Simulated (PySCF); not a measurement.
B(Cl)(Me)(SMe) (C2H6BClS), SMILES CSB(C)Cl.

The structure is a stationary point at PBE0-D3(BJ)/def2-SVP. This is a generated structure with no PubChem entry under its InChIKey; it may be hypothetical. One conformer was computed; it need not be the lowest.

Level of theory: PySCF 2.14.0 with TDDFT-PBE/def2-SVPD.

Vertical excitations. The molecule is in vacuum. State labels are in the subgroup Cs.

```
state  symmetry  energy (eV)  λ (nm)      f          main pairs
-----  --------  -----------  ------  -----  ------------------
S1           A'         5.47     227  0.170      HOMO→LUMO 96 %
S2           A"         5.48     226  0.000    HOMO−1→LUMO 99 %
S3           A"         5.86     212  0.002    HOMO→LUMO+1 96 %
S4           A"         6.23     199  0.002    HOMO→LUMO+2 88 %
S5           A"         6.30     197  0.001    HOMO−2→LUMO 89 %
S6           A'         6.56     189  0.007  HOMO−1→LUMO+1 97 %
S7           A'         6.95     178  0.050  HOMO−1→LUMO+2 96 %
S8           A"         6.98     178  0.014    HOMO→LUMO+3 99 %
S9           A'         7.21     172  0.055    HOMO−3→LUMO 86 %
S10          A'         7.27     171  0.027    HOMO→LUMO+4 95 %
T1           A'         4.24     292      0      HOMO→LUMO 99 %
T2           A"         5.18     239      0    HOMO−1→LUMO 98 %
T3           A"         5.62     221      0    HOMO→LUMO+1 94 %
T4           A"         5.98     207      0    HOMO−2→LUMO 89 %
```
Triplets are in the Tamm–Dancoff approximation, which puts them higher than full response would, so one can lie above its singlet here.
